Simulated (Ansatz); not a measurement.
H$_{2}$Te, triplet, at the geometry of the source list (a higher spin typed on purpose: for a closed-shell molecule this is an excited state) (all electrons, no relativity); B3LYP/STO-3G (Ansatz, a first-principles code).

Here is a job for Ansatz.
Ansatz 0.2 input:
```yaml
crystal:
  periodic: [false, false, false]
  atoms:
    - {symbol: Te, position_ang: [-0.00170000, 0.78910000, 0.00000000]}
    - {symbol: H, position_ang: [-1.13910000, -0.39800000, 0.00000000]}
    - {symbol: H, position_ang: [1.14080000, -0.39100000, 0.00000000]}
basis:
  gaussian:
    orbitals: STO-3G
hamiltonian:
  xc: b3lyp
magnetization: {spin_polarized: true, initial_magnetization: 2}
```

Output, abridged:

```
Functional definition: B3LYP
308 factors; integrals over basis functions are off by at most 8.7e-6 eV
mean field evaluation 1: about -178240.0160 eV, gradient 2.6e0 eV
mean field evaluation 2: about -178240.0909 eV, gradient 6.4e-1 eV
mean field evaluation 4: about -178240.1043 eV, gradient 1.3e-1 eV
mean field evaluation 8: about -178240.1046 eV, gradient 5.3e-4 eV
mean field -178240.10457733 eV, -6550.2030277346 hartree, gradient 3.0e-5 eV, S^2 2.004661; 0 other end points of the search recorded, 0 dependent functions left out
reference -178240.10470208 eV, -6550.2030323193 hartree; 28, 26 occupied and 1, 3 virtual orbitals, 308 factors
Total energy: -178240.10470208 eV, -6550.2030323193 hartree
```
